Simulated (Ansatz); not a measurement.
Two structures of AlAsH5F, singlet, reached by relaxing down either side of one saddle point (PBE0-D4/def2-TZVP). Energies are electronic, without zero-point energy. Computed with Ansatz 0.2.0 (basis: def2-TZVPP and def2-QZVPP); correlated methods freeze the cores. Filled d shells of the heavier atoms are correlated. The def2 sets are not built for correlating such inner shells, so the correlated values are less sure here. Extrapolation: Hartree–Fock as exp(−7.88 √X), correlation as X^−2.97. First:

Al1  (-0.081, -0.120, -1.309)
F2  (-1.559, -0.856, -1.467)
H3  (1.185, -1.063, -1.314)
H4  (-0.049, 1.449, -1.468)
H5  (-0.937, -0.406, 0.899)
As6  (-0.012, 0.116, 2.003)
H7  (0.242, 1.424, 1.268)
H8  (1.212, -0.544, 1.387)
(Å)

Second:

```json
{"atom": "Al1", "x (Å)": "0.2889", "y (Å)": "0.0827", "z (Å)": "-0.9631"}
{"atom": "F2", "x (Å)": "-1.6039", "y (Å)": "-0.8409", "z (Å)": "-0.8414"}
{"atom": "H3", "x (Å)": "1.1201", "y (Å)": "-1.1035", "z (Å)": "-1.6027"}
{"atom": "H4", "x (Å)": "-0.1077", "y (Å)": "1.3947", "z (Å)": "-1.7557"}
{"atom": "H5", "x (Å)": "-1.6655", "y (Å)": "-0.8118", "z (Å)": "0.1032"}
{"atom": "As6", "x (Å)": "0.0842", "y (Å)": "0.1335", "z (Å)": "1.5014"}
{"atom": "H7", "x (Å)": "0.4439", "y (Å)": "1.5846", "z (Å)": "1.7172"}
{"atom": "H8", "x (Å)": "1.4399", "y (Å)": "-0.4394", "z (Å)": "1.8412"}
```

Which bonds change from the first to the second?

AlH₂F ([F][AlH2]) + AsH₃ → AlAsH₄ ([AlH2][AsH2]) + HF (still joined by a long Al–F bond); bonds formed: Al1–As6, F2–H5; bonds broken: H5–As6; bonds weakened to dative contacts: Al1–F2.

Give the saddle point's structure and its height above each. (An estimate is asked for; the value comes from the calculation.)

The calculation gives: 30.08 kcal/mol above the first and 6.00 kcal/mol above the second (CCSD(T) at an estimated basis limit (MP2 extrapolated from triple and quadruple zeta, plus CCSD(T) − MP2 in triple zeta)).
```
8
angstrom
Al 0.1592 0.0192 -0.9603
F -1.5379 -0.8033 -0.7709
H 1.1847 -1.0721 -1.4578
H -0.0505 1.4408 -1.6122
H -1.2490 -0.5980 0.2623
As -0.1023 0.0524 1.6746
H 0.3045 1.4831 1.3708
H 1.2912 -0.5223 1.4936
```

No T1 diagnostic of these runs exceeds 0.012. The start structure is not quite a true minimum (one mode of 74i cm⁻¹).

Labels in which every atom is bracketed show which atoms are joined, not bond orders.

For scale, one of the runs: CCSD(T)/def2-TZVPP, 191 basis functions (an equivalent command: `ansatz run in.yaml --threads 4`). Time: 46 s of wall clock on 4 CPU threads; the host was shared. Peak host memory: 2 GiB.
